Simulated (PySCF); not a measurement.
# Relaxation of singlet K₂F₂

All numbers come from PySCF, PBE0, basis K def2-TZVP, F def2-TZVP (no relativity, density fitting). A (50,194) grid was used.

A hand-made rhombic ring start, of D2h symmetry, held to at least that symmetry:

```xyz
4
charge 0 multiplicity 1, angstrom
K     1.8796    0.0000    0.0000
K    -1.8796    0.0000    0.0000
F     0.0000    2.0156    0.0000
F     0.0000   -2.0156    0.0000
```

Optimiser trace:
| step | E − E(last) (kJ/mol) | largest gradient (Eh/bohr) |
| --- | --- | --- |
| 0 | 75.99 | 0.02311 |
| 1 | 56.27 | 0.02166 |
| 2 | 5.26 | 0.00941 |
| 3 | 2.58 | 0.00691 |
| 4 | 0.12 | 0.00136 |
| 5 | 0.08 | 0.00072 |
| 6 | 0.06 | 0.00040 |
| 7 | 0.02 | 0.00045 |
| 8 | 0.00 | 0.00022 |
| 9 | 0.00 | 0.00005 |

It ends at D2h with K–F 2.381 Å (×4); F–K–F 85.8° (×2), K–F–K 94.2° (×2) (after a last refinement on a finer grid). A frequency run shows a minimum. Other isomers or separated fragments may lie lower.

Final geometry:
Coordinates in bohr (charge 0 multiplicity 1):
```
K     3.2970    0.0000    0.0000
K    -3.2970    0.0000    0.0000
F     0.0000    3.0617    0.0000
F     0.0000   -3.0617    0.0000
```
